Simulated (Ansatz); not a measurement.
Ansatz (an electronic-structure program) input:

Ansatz 0.2 input:
```yaml
crystal:
  periodic: [false, false, false]
  atoms:
    - {symbol: B, position_ang: [0.04931915, -0.48223396, 0.28401659]}
    - {symbol: C, position_ang: [1.37529055, 0.10114725, -0.25806618]}
    - {symbol: C, position_ang: [-1.39579801, 0.04806745, 0.13300549]}
    - {symbol: H, position_ang: [1.71339043, 0.83306165, 0.49077754]}
    - {symbol: H, position_ang: [2.18486416, -0.62307284, -0.35937312]}
    - {symbol: H, position_ang: [1.26105037, 0.64796100, -1.20309221]}
    - {symbol: H, position_ang: [-1.56806396, 0.59376973, -0.80383161]}
    - {symbol: H, position_ang: [-1.54077674, 0.77072855, 0.95002400]}
    - {symbol: H, position_ang: [-2.17401524, -0.70656654, 0.25577656]}
basis:
  gaussian:
    orbitals: cc-pVTZ
hamiltonian:
  xc: pbe
magnetization: {spin_polarized: true, initial_magnetization: 1}
correlation: {method: rpa, electrons: outside_noble_gas}
```

### Question
Predict the final energy.

### Answer
-104.64246 Eh (RPA@PBE/cc-pVTZ). The basis has 174 functions.

It need not be the lowest isomer of its formula.
